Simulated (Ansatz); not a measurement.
The cluster Al₂O₃ was relaxed with PBE-D4 (def2-SVP) in Ansatz in these states: neutral quintet, neutral singlet, neutral triplet. The geometries follow in no particular order.

A:

```xyz
5

Al   -0.843   -1.051    0.773
Al    0.896    1.665   -0.377
O    -1.676   -2.337    1.339
O     0.001    0.297    0.221
O     1.623    1.426   -1.954
```

B:

```
atom    x (Å)    y (Å)    z (Å)
 Al1  -0.5560   0.5152  -1.6147
 Al2   0.9912  -1.0608   1.0338
  O3  -2.2996   0.6971  -1.3218
  O4   0.2169  -0.2692  -0.2881
  O5   1.6476   0.1176   2.1907
```

C:

Cartesian coordinates in Å:
```
Al -0.8559 1.4046 -0.4188
Al 0.8571 -1.4040 0.4184
O -1.6748 2.7446 -0.8192
O 0.0008 0.0000 -0.0015
O 1.6729 -2.7452 0.8211
```

**Question.** Judge from the bond lengths which geometry belongs to which state (an estimate).

**Answer.** A is the neutral triplet (Al1–O3 1.633 Å, Al2–O5 1.753 Å, Al2–O4 1.741 Å); B is the neutral quintet (Al1–O3 1.777 Å, Al2–O5 1.777 Å, Al2–O4 1.724 Å); C is the neutral singlet (Al1–O3 1.621 Å, Al2–O5 1.621 Å, Al2–O4 1.697 Å).

At PBE-D4/def2-SVP the gap within one spin of the charge 0 triplet nearly closes, so an electron or hole may be smeared out by delocalisation error. At PBE0-D4/def2-TZVP a singlet lies 1.47 eV below the neutral triplet. At PBE0-D4/def2-TZVP a singlet lies 3.08 eV below the neutral quintet. These are the stationary points nearest to one start from a short search; other shapes may lie lower in each state.
